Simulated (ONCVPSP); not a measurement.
## palladium (Pd): excitation energies, all-electron against ONCV

```
Element                 : palladium
Generator               : ONCVPSP 4.0.1
Type                    : optimised norm-conserving Vanderbilt (ONCV)
Functional              : LDA (Perdew-Wang 92)
Relativity              : scalar-relativistic
Frozen core             : [Ar] 3d10
Valence charge          : 18
Reference configuration : 4s2 4p6 4d9.75 (charge +0.25)
Partial waves           : 4s: rc 1.40 bohr, ncon 4, nbas 8, qcut 9.7 1/bohr, 3 projectors, debl 2 Ha; 4p: rc 1.45 bohr, ncon 3, nbas 6, qcut 11.9 1/bohr, 2 projectors, debl 3.8 Ha; 4d: rc 1.75 bohr, ncon 3, nbas 7, qcut 9.9 1/bohr, 1 projector
Local potential         : polynomial inside 0.95 bohr (lpopt 5, dvloc0 0 Ha)
Core correction         : polynomial model core, fcfact 0.5
```

In the s channel the program set the typed energies aside and used -3.234, 0.250, 2.250 Ha.

Energies are relative to the spin-unpolarised reference configuration 4s2 4p6 4d9.75; without spin polarisation the order of configurations can differ from experiment.

| valence configuration | charge | ΔE all-electron (eV) | error AE − PS (meV) |
| --- | --- | --- | --- |
| 4s2 4p6 4d10 | 0 | -1.373 | -0.1 |
| 4s2 4p6 4d9.5 | +0.5 | 1.995 | 0.0 |

(1) What are ΔE and the potential's error for 4s2 4p6 4d8?

(2) What are ΔE and the potential's error for 4s2 4p6 4d9?

Levels in the configuration 4s2 4p6 4d8:

| level | all-electron (eV) | pseudo (eV) |
| --- | --- | --- |
| 4s | -110.551 | -110.535 |
| 4p | -76.231 | -76.222 |
| 4d | -27.578 | -27.574 |

Answers

(1) ΔE = 29.097 eV all-electron; the error (AE − PS) is +0.2 meV.

(2) ΔE = 8.014 eV all-electron; the error (AE − PS) is -0.1 meV.
